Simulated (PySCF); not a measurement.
# Vertical excitation energies

Compound: C₅H₃ClO₂.
Z-matrix (Å and degrees, GFN2-xTB geometry), rows numbered from 1:
```
O 
C   1  1.2008
C   2  1.4483  1  126.20
C   3  1.3537  2  121.02  1  -179.98
Cl  4  1.7176  3  121.44  2   179.89
C   4  1.4269  3  120.08  2    -0.05
C   6  1.3484  4  117.25  3     0.06
O   7  1.3265  6  124.05  4    -0.06
H   3  1.0772  2  116.24  1    -0.07
H   6  1.0745  4  120.97  3  -179.99
H   7  1.0815  6  123.55  4   179.93
```

Theory: PySCF 2.14.0, density-fitted response routines, TDDFT PBE0/def2-SVPD, vertical, gas phase, core orbitals frozen in the response.

Problem. List the vertical singlet excitations with oscillator strengths and describe the spectrum.

Solution. 

```
state  E (eV)  λ (nm)       f  symmetry  main configurations (H = HOMO, L = LUMO)
   S1    4.53   273.6   0.114        A′                                 H→L (97%)
   S2    4.75   261.0  0.0000         –                               H-1→L (95%)
   S3    5.85   211.9   0.014        A′                  H-2→L (60%), H→L+1 (38%)
   S4    6.18   200.8  0.0000         –                 H-1→L+1 (81%), H→L+2 (9%)
   S5    6.21   199.8  0.0006         –                               H→L+2 (86%)
   S6    6.21   199.5  0.0008         –                               H-3→L (91%)
   S7    6.51   190.4   0.495        A′                  H→L+1 (54%), H-2→L (34%)
   S8    6.87   180.5  0.0072        A″                               H→L+3 (95%)
```

Triplets (Tamm–Dancoff): T1 2.90 eV, H→L (96%); T2 4.44 eV, H-1→L (87%), H-1→L+1 (10%); T3 4.45 eV, H→L+1 (68%), H-2→L (25%).

The lowest singlet comes at 274 nm (437 kJ/mol) in the ultraviolet; it is of moderate strength; its leading configuration is HOMO→LUMO (97%). The strongest level in the table is S7 at 6.51 eV (190 nm, f = 0.495). S5/S6 lie within about 0.01 eV of each other. Löwdin shares by element: HOMO carbon 51% or more, oxygen 20% or more (atoms not listed hold the other 29%); LUMO carbon 57% or more, oxygen 12% or more (atoms not listed hold the other 32%). The listed states span 2.34 eV, and the widest gap between neighbours is 1.10 eV (S2 to S3). Orbital energies (eV): HOMO-3 -9.80, HOMO-2 -9.08, HOMO-1 -8.45, HOMO -7.41, LUMO -2.19, LUMO+1 -0.47, LUMO+2 0.06. Weighted by f, the mean energy of these states is 6.14 eV. Symmetry labels in Cs follow from the direction of the transition dipole and are given only for states with f of 0.002 or more. Only the lowest 8 singlets were computed, as vertical energies without vibronic structure.

Hardware: one thread of an Arm Neoverse V1, no GPU (shared host). Cost: 29 s of wall time.
